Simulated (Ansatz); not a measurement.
Start from `[SiH3]N[SiH2]S` and change one atom or group to get `C=C[SiH2]N[SiH3]`.

Ansatz, PBE0-D4/def2-TZVP geometries, multiplicity 1. Each molecule was computed in one conformer, which needn't be the lowest.

```tsv
property	`[SiH3]N[SiH2]S`
LUMO energy (PBE0/def2-TZVPP) / eV	0.00
LUMO energy (PBE/def2-TZVPP) / eV	-0.83
size of the dipole moment (ωB97M-V/def2-TZVPP) / D	1.17
HOMO energy (ωB97M-V/def2-TZVPP) / eV	-9.62
HOMO energy (PBE/def2-TZVPP) / eV	-6.17
LUMO energy (B3LYP/def2-TZVPP) / eV	-0.21
```

(1) Give the same properties after the change, and the shifts. (An estimate is asked.)

## Answers

(1) Ansatz gave: 
```json
{"property": "LUMO energy (PBE0/def2-TZVPP) / eV", "`C=C[SiH2]N[SiH3]`": "-0.64", "shift": "-0.64"}
{"property": "LUMO energy (PBE/def2-TZVPP) / eV", "`C=C[SiH2]N[SiH3]`": "-1.63", "shift": "-0.80"}
{"property": "size of the dipole moment (ωB97M-V/def2-TZVPP) / D", "`C=C[SiH2]N[SiH3]`": "1.40", "shift": "0.23"}
{"property": "HOMO energy (ωB97M-V/def2-TZVPP) / eV", "`C=C[SiH2]N[SiH3]`": "-9.69", "shift": "-0.07"}
{"property": "HOMO energy (PBE/def2-TZVPP) / eV", "`C=C[SiH2]N[SiH3]`": "-6.11", "shift": "0.06"}
{"property": "LUMO energy (B3LYP/def2-TZVPP) / eV", "`C=C[SiH2]N[SiH3]`": "-0.84", "shift": "-0.63"}
```

Dipoles are sizes alone; their direction can turn.

B3LYP here is the variant with VWN-RPA as its local correlation; programs differ in this.
